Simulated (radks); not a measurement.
Isoelectronic series with 15 electrons, all held in the configuration [Ne] 3s2 3p3, which need not be the ground one along the series. Calculated with a radial shooting solver on a logarithmic mesh with Libxc functionals: scalar-relativistic Kohn-Sham, PBE, spin-unpolarised, spherical densities, finite nucleus; Fermi nuclear charge, rms radius of each element as measured or else 0.836 A^(1/3) + 0.57 fm. Total energies (hartree) and orbital eigenvalues (eV):

| ion | E (hartree) | 3p | 3s | 2p |
|---|---|---|---|---|
| P | -341.90189 | -5.5068 | -13.9693 | -124.4934 |
| Ca5+ | -672.07329 | -96.1502 | -116.6856 | -416.6844 |
| Mn10+ | -1119.17611 | -266.6227 | -299.9256 | -885.1759 |
| Zn15+ | -1684.64621 | -514.6037 | -561.9721 | -1527.595 |
| Br20+ | -2370.57144 | -840.1454 | -903.6642 | -2344.789 |
| Zr25+ | -3179.58856 | -1243.847 | -1326.595 | -3338.489 |
| Rh30+ | -4114.90045 | -1726.600 | -1832.901 | -4510.976 |
| Sn35+ | -5180.34763 | -2289.520 | -2425.254 | -5865.002 |
| Cs40+ | -6380.4785 | -2933.931 | -3106.906 | -7403.764 |
